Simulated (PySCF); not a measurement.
Coordinates in bohr (charge 0 multiplicity 1):
```
Nb    0.0002   -0.7405    0.0000
N     2.8767   -1.9078    0.0000
Cl   -0.5743    1.3824   -3.7686
Cl   -0.5743    1.3824    3.7686
```

Computed with PBE0 in PySCF with Nb def2-TZVP with ECP28, N def2-TZVP, Cl def2-TZVP; scalar-relativistic core potentials, no spin–orbit coupling; density-fitted integrals.

This geometry of NbNCl₂ is a stationary point at this level.

Question: What is the point group?

Answer: Cs.

Question: Is it a minimum?

Answer: Yes: all harmonic wavenumbers are real.

Question: List the harmonic modes with their infrared intensities.

Answer: 
```csv
symmetry,ω (cm⁻¹),IR (km/mol)
a',76,15.7
a',169,21.8
a'',248,0.0
a',392,33.2
a'',438,129
a',1144,109
```

Question: Give the atomic charges and bond orders.

Answer: 
```
 atom  Mulliken  Löwdin  polar tensor  Mayer order to Nb1
  Nb1      1.26    0.20          1.82                   –
   N2     -0.47   -0.28         -0.66                2.85
Cl3,4     -0.39    0.04         -0.58                0.99
```

Stability towards spin polarisation was not tested. Other isomers or separated fragments may lie lower.
